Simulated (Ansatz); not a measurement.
The inner images of a band of ClFGeH2 + H2S (8 atoms, charge 0, multiplicity 1) are given out of order.

All numbers below come from RKS PBE-D4/def2-SVP in Ansatz 0.2.0.

First end point:

```xyz
8
Properties=species:S:1:pos:R:3
Ge 0.295 0.080 -0.037
Cl 0.442 -0.044 2.124
H 1.711 -0.137 -0.616
H -0.466 1.355 -0.446
F -0.648 -1.316 -0.556
S -3.279 0.110 0.996
H -2.689 -0.913 0.318
H -2.479 -0.115 2.075
```

Last end point:

```xyz
8
Properties=species:S:1:pos:R:3
Ge -0.483 -0.017 -0.432
Cl -0.196 0.592 3.064
H 0.522 -1.014 0.181
H -0.144 1.485 -0.373
F -0.620 -0.451 -2.131
S -2.520 -0.254 0.509
H -2.380 -1.602 0.652
H -1.291 0.281 2.390
```

**Question.** Put them in order from the first end to the last, with their energies above the first end.
A.
```xyz
8
Properties=species:S:1:pos:R:3
Ge -0.230 0.081 -0.113
Cl -0.053 0.602 2.332
H 0.850 -0.996 0.116
H -0.024 1.568 -0.460
F -0.871 -0.542 -1.663
S -2.582 -0.253 0.744
H -2.363 -1.580 0.973
H -1.839 0.142 1.930
```
B.
```xyz
8
Properties=species:S:1:pos:R:3
Ge 0.335 0.165 -0.103
Cl 0.179 0.082 2.066
H 1.704 -0.450 -0.454
H 0.010 1.598 -0.567
F -0.841 -0.923 -0.825
S -3.398 -0.225 1.101
H -2.666 -1.264 0.616
H -2.434 0.039 2.025
```
C.
```xyz
8
Properties=species:S:1:pos:R:3
Ge 0.105 0.171 -0.090
Cl 0.040 0.370 2.139
H 1.322 -0.768 -0.155
H 0.083 1.640 -0.545
F -0.940 -0.662 -1.246
S -3.002 -0.268 0.892
H -2.479 -1.526 0.887
H -2.240 0.064 1.976
```
D.
```xyz
8
Properties=species:S:1:pos:R:3
Ge -0.349 0.032 -0.213
Cl -0.183 0.545 2.514
H 0.746 -0.999 0.148
H -0.032 1.535 -0.370
F -0.816 -0.497 -1.830
S -2.541 -0.239 0.659
H -2.375 -1.568 0.915
H -1.560 0.212 2.034
```
E.
```xyz
8
Properties=species:S:1:pos:R:3
Ge -0.438 -0.005 -0.334
Cl -0.198 0.538 2.764
H 0.605 -1.017 0.186
H -0.077 1.495 -0.311
F -0.704 -0.444 -2.016
S -2.534 -0.242 0.556
H -2.376 -1.568 0.831
H -1.389 0.263 2.183
```

**Answer.** B (+0.08 eV), C (+0.56 eV), A (+0.91 eV), D (+0.66 eV), E (+0.29 eV).

The run took 2.6 min on 2 threads of AMD EPYC 7R43 64-Core Processor (Zen 3), on a shared host, peak memory 0.17 GiB.
